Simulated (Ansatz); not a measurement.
Calculated with Ansatz (gas phase, PBE0-D4/def2-TZVP geometries, no zero-point term in ΔE). CCSD(T)/CBS is the MP2 limit (def2-TZVPP, def2-QZVPP) plus CCSD(T) − MP2 in def2-TZVPP, frozen cores. This one scheme is used for every species. Double bonds are as drawn, so ΔE can hold a change between cis and trans. Functionals use def2-TZVPP. Each species was taken in one conformer, which may not be the lowest.

Reaction (ligand exchange at the Al–S bond): `F/C=C/[S][AlH2]` + `[OH][AlH2]` → `[AlH2][O][AlH2]` + `F/C=C\S`

`F/C=C/[S][AlH2]`:

Z-matrix (Å, degrees):
```
C
C 1 1.343
Al 1 2.307 2 89.0
S 1 1.769 2 122.3 3 58.7
H 1 1.087 2 118.2 3 -118.7
F 2 1.328 1 121.2 3 118.9
H 2 1.085 1 125.1 3 -64.8
H 3 1.579 1 102.7 2 -115.5
H 3 1.580 1 118.9 2 25.9
```

`[OH][AlH2]`:

Cartesian coordinates in Å:
```
O 0.427 0.634 0.946
Al -0.358 -0.173 -0.321
H 1.367 0.571 1.109
H 0.480 -1.088 -1.307
H -1.915 0.056 -0.427
```

`[AlH2][O][AlH2]`:

```xyz
7

Al   -1.391    0.720   -0.612
O    -0.001   -0.004   -0.001
Al    1.391   -0.721    0.611
H    -2.763    0.465    0.135
H    -1.263    1.623   -1.905
H     1.801   -2.151    0.072
H     2.226    0.067    1.699
```

`F/C=C\S`:

Z-matrix (Å, degrees):
```
C
C 1 1.323
F 1 1.340 2 122.0
H 1 1.082 2 124.9 3 -180.0
S 2 1.741 1 127.4 3 -0.0
H 2 1.082 1 118.0 3 180.0
H 5 1.342 2 96.5 1 0.0
```

```tsv
level	ΔE (kJ/mol)
ωB97X-V	-58.0
HF/def2-TZVPP	-85.6
```

Task: What does CCSD(T)/CBS give? (Estimate.)

Result: Ansatz gave: -57.2 kJ/mol. The listed levels differ from it by -0.8, -28.4 kJ/mol.

Largest T1 diagnostic among the species: 0.013.

The D4 term adds +5.2 kJ/mol with B3LYP and +2.7 kJ/mol with PBE0; it sums over pairs of atoms, weighted by their polarisabilities, and B3LYP, whose exchange is more repulsive, gets the larger term. In def2-TZVPP, CCSD(T) changes the Hartree–Fock value by +25.5 kJ/mol (the triples alone add +5.9 kJ/mol) and MP2 by +30.8 kJ/mol.

B3LYP here is the variant with VWN-RPA as its local correlation; programs differ in this.
